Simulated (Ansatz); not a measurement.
Gas-phase electronic energies from Ansatz, PBE0-D4/def2-TZVP geometries. CBS: MP2 limit from def2 TZ/QZ plus the TZ coupled-cluster correction, frozen cores. This one scheme is used for every species. Functionals use def2-TZVPP. HSE06 is defined as in plane-wave codes. For Ti outer-core shells are correlated without core-valence functions, which leaves a few kJ/mol of doubt a bond. Scalar relativity is left out up to krypton. Each species was taken in one conformer, which may not be the lowest.

Reaction (ligand exchange at a Ti–S bond): `[SH][Ti]([Cl])([Cl])[Cl]` + H–F → `[F][Ti]([Cl])([Cl])[Cl]` + H₂S

Problem. Is it downhill or uphill in electronic energy at CCSD(T)/CBS, and by how much? (An estimate is asked.)

Solution. Computed: Downhill: ΔE = -57.9 kJ/mol.

Problem. What do these levels give: r2SCAN-D4, r2SCAN0-D4, HSE06-D4, r2SCAN, PBE0, r2SCANh, r2SCAN0, RPA@PBE/def2-TZVPP, CCSD/def2-TZVPP, CCSD(T)/def2-TZVPP, MP2/def2-QZVPP, MP2/CBS(def2)? (An estimate is asked.)

Solution. The calculation gave: r2SCAN-D4 -77.3, r2SCAN0-D4 -72.6, HSE06-D4 -67.2, r2SCAN -78.9, PBE0 -73.6, r2SCANh -76.9, r2SCAN0 -74.6, RPA@PBE/def2-TZVPP -70.0, CCSD/def2-TZVPP -76.3, CCSD(T)/def2-TZVPP -65.9, MP2/def2-QZVPP -41.6, MP2/CBS(def2) -37.8 kJ/mol.

Largest T1 diagnostic among the species: 0.026, so the coupled-cluster value is less sure than usual.

The D4 term adds +10.6 kJ/mol with B3LYP and +5.8 kJ/mol with PBE0; it sums over pairs of atoms, weighted by their polarisabilities, and B3LYP, whose exchange is more repulsive, gets the larger term. Leaving LDA and LC-ωPBE aside and taking each functional with its dispersion term where it has one, the values, not all of them listed here, spread over 27.1 kJ/mol, from ωB97X-V to PBE-QIDH. LDA lies +6.2 kJ/mol from PBE without D4.

B3LYP here is the variant with VWN-RPA as its local correlation; programs differ in this.
